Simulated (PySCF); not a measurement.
Al(All)(Cl)(OH) (C3H6AlClO), SMILES [Cl][Al]([OH])[CH2]C=C. The structure is a stationary point at PBE-D3(BJ)/def2-SVP. Other conformers were not sampled.

Computed equilibrium geometry at PBE-D3(BJ)/def2-SVP (PySCF confirms it by a frequency run) as Cartesian coordinates in Å (one conformer of several):
```xyz
12

Al     0.0753    -0.3027     0.5860
C     -0.1191    -1.3722    -1.0374
C      0.0616    -0.2350    -2.0018
C      1.2423     0.2927    -2.4023
H     -1.0910    -1.8870    -1.1511
H      0.7112    -2.1061    -1.0778
H     -0.8677     0.2564    -2.3461
H      2.2064    -0.1418    -2.0875
H      1.2774     1.1680    -3.0678
Cl    -1.4593     0.9993     1.2619
O      1.5853    -0.3411     1.3990
H      1.8016     0.2744     2.1173
```
